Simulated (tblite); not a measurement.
Species: C7H8NS (doublet state).
Structure used (GFN2-xTB), in Å, numbered top down from 1:
```xyz
17
C7H8NS angstrom
S      2.0096   -2.6534   -0.6611
C      2.1903   -1.1293   -0.1391
C      1.2736   -0.0342   -0.4828
C      0.3142    0.3056    0.7467
C     -0.4374    1.5365    0.4133
C     -1.7811    1.4915    0.1916
N     -2.5336    0.3933    0.3100
C     -1.9318   -0.7219    0.7378
C     -0.5995   -0.8313    1.0001
H      2.9955   -0.8962    0.5521
H      1.8311    0.8771   -0.7079
H      0.6430   -0.3045   -1.3303
H      0.9908    0.4721    1.5971
H      0.1178    2.4545    0.2934
H     -2.3245    2.3828   -0.0955
H     -2.5918   -1.5686    0.8746
H     -0.1730   -1.7621    1.3396
```

All values are computed: GFN2-xTB (tblite) harmonic vibrations without scaling, gas phase. Against measured fundamentals such values can be off by several per cent, at times by over 20. One conformer, not necessarily the lowest. Open shells enter through the occupations alone, without spin polarisation, and single modes of such species can be off by tens of per cent.

Harmonic wavenumbers (cm⁻¹): 34.7, 52.6, 98.4, 194.3, 279.3, 327.0, 361.9, 402.4, 518.7, 601.5, 603.6, 684.9, 747.7, 771.5, 840.8, 883.0, 904.0, 918.5, 928.2, 958.8, 1010.9, 1052.3, 1075.7, 1117.9, 1139.5, 1164.4, 1190.1, 1209.1, 1236.9, 1271.8, 1294.4, 1313.7, 1353.4, 1380.2, 1447.2, 1451.0, 1563.3, 2852.5, 2965.8, 2976.2, 3004.7, 3052.2, 3058.3, 3081.2, 3093.4.

A = 3314, B = 796.1, C = 691.2 MHz; mass 138.038 u (most abundant isotopes); point group C1, symmetry number 1; spin multiplicity 2.

**Question.** Zero-point energy?

**Answer.** ½Σν̃ = 28234 cm⁻¹ = 80.72 kcal/mol.

**Question.** Give the ideal-gas entropy at 350 K and 1 bar in the rigid-rotor, harmonic-oscillator model (classical rotation).

**Answer.** Translation 41.50, rotation 30.03, vibration 29.19, spin (R ln 2) 1.38: S = 102.1 cal/(mol K).

**Question.** And Cp and H(350 K) − H(0)?

**Answer.** Cp = 39.06 cal/(mol K), of which vibrations give 31.11 (their classical limit is 45 R = 89.4); H(350 K) − H(0) = 7.97 kcal/mol without the zero-point energy, 5.19 from vibrations.

**Question.** How do the functions run with temperature in this model?

**Answer.** 
```json
{"T (K)": "50", "S (cal/(mol K))": "61.4", "Cp (cal/(mol K))": "12.8", "H − H(0) (kcal/mol)": "0.52", "G − H(0) (kcal/mol)": "-2.55", "ln q(vib)": "0.77"}
{"T (K)": "100", "S (cal/(mol K))": "71.3", "Cp (cal/(mol K))": "16.2", "H − H(0) (kcal/mol)": "1.24", "G − H(0) (kcal/mol)": "-5.89", "ln q(vib)": "1.95"}
{"T (K)": "298.15", "S (cal/(mol K))": "96.3", "Cp (cal/(mol K))": "33.8", "H − H(0) (kcal/mol)": "6.08", "G − H(0) (kcal/mol)": "-22.62", "ln q(vib)": "6.13"}
{"T (K)": "373.15", "S (cal/(mol K))": "104.7", "Cp (cal/(mol K))": "41.3", "H − H(0) (kcal/mol)": "8.90", "G − H(0) (kcal/mol)": "-30.16", "ln q(vib)": "7.72"}
{"T (K)": "500", "S (cal/(mol K))": "118.3", "Cp (cal/(mol K))": "52.1", "H − H(0) (kcal/mol)": "14.86", "G − H(0) (kcal/mol)": "-44.31", "ln q(vib)": "10.48"}
{"T (K)": "750", "S (cal/(mol K))": "142.4", "Cp (cal/(mol K))": "66.3", "H − H(0) (kcal/mol)": "29.82", "G − H(0) (kcal/mol)": "-76.98", "ln q(vib)": "15.91"}
{"T (K)": "1000", "S (cal/(mol K))": "162.8", "Cp (cal/(mol K))": "75.1", "H − H(0) (kcal/mol)": "47.57", "G − H(0) (kcal/mol)": "-115.20", "ln q(vib)": "21.08"}
```

q(vib) and H(0) count from the zero-point level.

**Question.** Which modes carry the vibrational entropy at 350 K?

**Answer.** 34.7 cm⁻¹: 5.86; 52.6 cm⁻¹: 5.03; 98.4 cm⁻¹: 3.80; 194.3 cm⁻¹: 2.49; 279.3 cm⁻¹: 1.82; 327.0 cm⁻¹: 1.54 cal/(mol K); the other 39 give 8.65 together.

Hindered rotation and anharmonicity are outside this model. Other conformers, if any are populated, would add a mixing term that is left out. The structure is chiral; the term R ln 2 for an equal mix with its mirror image is left out.
